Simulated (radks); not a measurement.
The numbers below are computed, except where a source is named.
Task: The scandium ion Sc3+, [Ar]. Level of theory: non-relativistic Kohn-Sham, PBE, spin-polarised, spherical densities, point nucleus (a radial shooting solver on a logarithmic mesh with Libxc functionals). Every spin shell is full or empty, so the densities are truly spherical. Functionals are evaluated on that one density, not self-consistently. Rank these orbital-free kinetic functionals by their error against the exact value of the orbitals, and give that value: Thomas-Fermi, von Weizsacker, TF + vW/9, TF + vW/5, LC94, revAPBEK, LKT, PG1, Ernzerhof.

Result: Exact: 758.079 hartree. From best to worst, with 100 (|E| - |E exact|)/|E exact| (equal figures are ties): LC94 +0.06, Ernzerhof -0.14, revAPBEK +0.48, TF + vW/9 -0.67, TF + vW/5 +4.31, Thomas-Fermi -6.89, PG1 +22.11, LKT +27.55, von Weizsacker -43.97.
